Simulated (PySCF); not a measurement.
Compound: [PtCl6]2- (charge -2 and singlet state).
Bonds: Pt1–Cl2, Pt1–Cl3, Pt1–Cl4, Pt1–Cl5, Pt1–Cl6, Pt1–Cl7.

A GFN2-xTB structure was refined with PySCF, PBE0-D3(BJ)/def2-SVP geometry optimisation, gas phase, def2 core potentials past Kr. Its GFN2-xTB values:

```json
{"coordinate": "Pt1–Cl2", "GFN2-xTB": "2.335 Å"}
{"coordinate": "Pt1–Cl6", "GFN2-xTB": "2.445 Å"}
{"coordinate": "Cl2–Pt1–Cl3", "GFN2-xTB": "174.1°"}
{"coordinate": "Cl2–Pt1–Cl4", "GFN2-xTB": "92.6°"}
```

Question: How do these coordinates change at the PBE0-D3(BJ)/def2-SVP level?

Answer: 
```json
{"coordinate": "Pt1–Cl6", "PBE0-D3(BJ)/def2-SVP (Å or °)": "2.360", "change": "-0.085"}
{"coordinate": "Pt1–Cl2", "PBE0-D3(BJ)/def2-SVP (Å or °)": "2.360", "change": "+0.025"}
{"coordinate": "Cl2–Pt1–Cl3", "PBE0-D3(BJ)/def2-SVP (Å or °)": "179.9", "change": "+5.8"}
{"coordinate": "Cl2–Pt1–Cl4", "PBE0-D3(BJ)/def2-SVP (Å or °)": "90.1", "change": "-2.5"}
```

The energy falls by 0.145 eV over 6 energy and gradient evaluations, the largest force component goes from 0.0396 to 3.1e-04 Eh/bohr, and the atoms move by 0.055 Å rms after alignment. The bond that changes most is Pt1–Cl6 (ends: platinum bonded to 6 Cl; chlorine bonded to Pt), which shortens by 0.085 Å. Bonds longer at the end by more than 0.005 Å: 2 of 6; shorter: 4.

The run used 140 basis functions and 46 SCF cycles in all.

Not checked by PBE0-D3(BJ)/def2-SVP frequencies. Whether so highly charged an anion holds all its electrons in the gas phase wasn't checked; a finite basis holds them in any case. The ion is multiply charged and computed without counter-ions or solvent.
